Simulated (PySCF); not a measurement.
How methods differ on the ionisation energy of Ar(2+)

Ar(2+) [Ne] 3s2 3p4 [3p1/2^2 3p3/2^2, M_J = 2] → Ar(3+) [Ne] 3s2 3p3 [3p1/2^2 3p3/2^1, M_J = 3/2], as a difference of total energies. Calculation: PySCF 2.14, in x2c-TZVPall-2c; the two-component X2C-1e Hamiltonian. Correlated levels: [Ne] frozen; the 6 highest virtual spinors dropped. "Screened" scales the spin-orbit matrix elements by Boettger's factors to mimic the two-electron term; Breit and QED terms are absent.

Problem. Order these methods by the ionisation energy they give, lowest first.
A. GHF (spin-free)
B. GMP2 (spin-free)
C. GMP2 (screened spin-orbit)
D. GHF (screened spin-orbit)

Solution. A (39.205 eV), D (39.276 eV), B (40.155 eV), C (40.225 eV).

Errors of the correlated levels include the incompleteness of this basis and the frozen core.

The labels give the starting determinants; with spin-orbit coupling the two ends relaxed to ⟨J²⟩ = 6.01, ⟨L²⟩ = 2.02, ⟨S²⟩ = 2.00 and ⟨J²⟩ = 3.75, ⟨L²⟩ = 0.00, ⟨S²⟩ = 3.75.

For comparison: 40.735 ± 0.012 eV (semi-empirical (NIST evaluation); NIST Atomic Spectra Database, ionization energies).
